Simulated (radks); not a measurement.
Values are calculated unless marked as measured or tabulated.
Spherical jellium clusters: N electrons in a uniform positive sphere of charge N and radius rs N^(1/3), rs = 4.55 bohr. Level of theory: non-relativistic Kohn-Sham, LDA (Slater exchange, Perdew-Wang correlation), spin-polarised, spherical densities (a radial shooting solver with Libxc functionals). Levels are named by radial order and angular momentum (1s, 1p, 1d, 2s, ...), and open shells are averaged over m.

N = 32, configuration 1s2 1p6 1d10 2s2 1f(up 7, down 5). This is the lowest configuration that the search found. Occupied and some empty levels:

level    occupation  eigenvalue (eV)  <r> (bohr)
1s up             1          -4.5659       8.304
1s down           1          -4.5226       8.114
1p up             3          -4.0574       10.13
1p down           3          -3.9909       10.05
1d up             5          -3.4514       11.20
1d down           5          -3.3752       11.18
2s up             1          -3.2546       8.828
2s down           1          -3.2167       8.958
1f up             7          -2.7395       12.01
1f down           5          -2.6606       12.02
2p up             0          -2.3193       9.954
2p down           0          -2.2846       9.994
1g up             0          -1.9312       12.72
1g down           0          -1.8539       12.76
2d up             0          -1.3810       11.65
2d down           0          -1.3430       11.68

Energy (eV): total -60.7337, kinetic 44.616, external -2299.8, Hartree 1143.7, exchange-correlation -106.55, background 1157.4.

Electron density:

r (bohr)  n(r) (e/bohr^3)
1.03             0.003451
2.74             0.002862
4.46             0.002240
6.17             0.002112
7.89             0.002535
9.60             0.003027
11.3             0.002872
13.0             0.001831
14.8            0.0007023
16.5            0.0001840
18.2           0.00003886
19.9            7.431e-06
21.6            1.334e-06
